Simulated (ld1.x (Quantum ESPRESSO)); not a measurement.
# An all-electron radial function and its pseudo partner (manganese (Mn))

Columns: radius, all-electron u(r) and pseudo u(r) of the 3s shell (level -98.50 eV) of manganese in the configuration [Ne] 3s2 3p6 3d5 4s0.5 4p0; PBEsol, scalar-relativistic, PAW scheme, ld1.x (Quantum ESPRESSO) 7.5.

```csv
r (bohr),all-electron,pseudo
0.100,-0.2049,0.3164
0.200,-0.6376,0.6113
0.300,-0.2566,0.8652
0.400,0.3340,1.0633
0.500,0.8104,1.1963
0.600,1.0920,1.2617
0.700,1.2017,1.2631
0.800,1.1907,1.2098
0.900,1.1077,1.1151
1.000,0.9887,0.9939
1.100,0.8576,0.8615
1.200,0.7287,0.7305
1.300,0.6097,0.6100
1.400,0.5041,0.5041
1.500,0.4129,0.4129
1.600,0.3358,0.3358
1.700,0.2714,0.2714
1.800,0.2183,0.2183
1.900,0.1748,0.1748
2.000,0.1395,0.1395
2.100,0.1110,0.1110
2.200,0.0881,0.0881
2.300,0.0698,0.0698
2.400,0.0552,0.0552
2.500,0.0435,0.0435
2.600,0.0342,0.0342
```

Problem. How many radial nodes do the two functions have?

Solution. The all-electron 3s function has n − l − 1 = 2 (the table is too coarse to show those close to the nucleus); the pseudo-wave has 0, since the states of the same l below it are removed with the core.

Problem. At about which radius was the pseudo-wave matched?

Solution. 1.40 bohr, where the columns begin to agree (steps of 0.10 bohr).

Problem. Is the pseudo-wave norm-conserving?

Solution. No, it belongs to a PAW set: the norm inside the radius is not constrained, and the difference is carried by the augmentation charge.
